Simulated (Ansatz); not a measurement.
Abridged output of a molecular run in Ansatz:

```
Functional definition: HF
1561 factors; integrals over basis functions are off by at most 1.0e-3 eV
mean field evaluation 1: about -11820.2209 eV, gradient 4.6e1 eV
mean field evaluation 2: about -11820.4671 eV, gradient 4.6e1 eV
mean field evaluation 4: about -11825.3223 eV, gradient 4.8e0 eV
mean field evaluation 8: about -11825.4044 eV, gradient 3.1e-1 eV
mean field -11825.40492563 eV, -434.5756154697 hartree, gradient 7.4e-6 eV, S^2 0.000000; 0 other end points of the search recorded, 0 dependent functions left out
9 core orbitals not correlated: weight in the atoms' cores, before any rotation towards them, 1.000 or more for the frozen orbitals, at most 0.000 for the correlated occupied ones
reference -11825.40492563 eV, -434.5756154697 hartree; 14, 14 occupied and 241, 241 virtual orbitals, 1561 factors
second order -22.48484482 eV of doubles, -0.00000000 eV of singles
cycle   1  -22.86708419 eV  change   -3.8e-1 eV  update   1.0e-1
cycle   2  -23.41531902 eV  change   -5.5e-1 eV  update   3.1e-2
cycle   3  -23.54840832 eV  change   -1.3e-1 eV  update   1.7e-2
cycle   4  -23.53960771 eV  change    8.8e-3 eV  update   4.6e-3
cycle   5  -23.53834161 eV  change    1.3e-3 eV  update   2.6e-3
cycle   6  -23.53933408 eV  change   -9.9e-4 eV  update   8.8e-4
cycle   7  -23.53896013 eV  change    3.7e-4 eV  update   3.6e-4
cycle   8  -23.53887675 eV  change    8.3e-5 eV  update   1.0e-4
cycle   9  -23.53891564 eV  change   -3.9e-5 eV  update   3.6e-5
cycle  10  -23.53891659 eV  change   -9.5e-7 eV  update   1.2e-5
perturbative correction -0.94381719 eV, -0.0346846420 hartree
Total energy: -11849.88765942 eV, -435.4753393413 hartree
```

Its atoms:

Cartesian coordinates in Å:
```
C -0.662 0.450 0.564
C -0.620 0.678 -0.953
O 0.683 0.454 -1.462
Al 1.550 -0.597 -0.423
C 0.169 -0.790 0.946
H -1.703 0.382 0.898
H -0.231 1.330 1.054
H -0.930 1.700 -1.196
H -1.325 -0.002 -1.453
H 3.008 -1.107 -0.750
H 0.465 -0.787 1.995
H -0.403 -1.712 0.781
```

(1) Which basis set was used?
A. def2-SVPD
B. cc-pV(D+d)Z
C. def2-SVP
D. def2-TZVPP

(2) Write the keys of the input that set method, charge and spin (a neutral closed shell needs none for the last two).

Results:

(1) D. It gives 264 functions.

(2) 
```yaml
correlation: {method: ccsd_t}
```
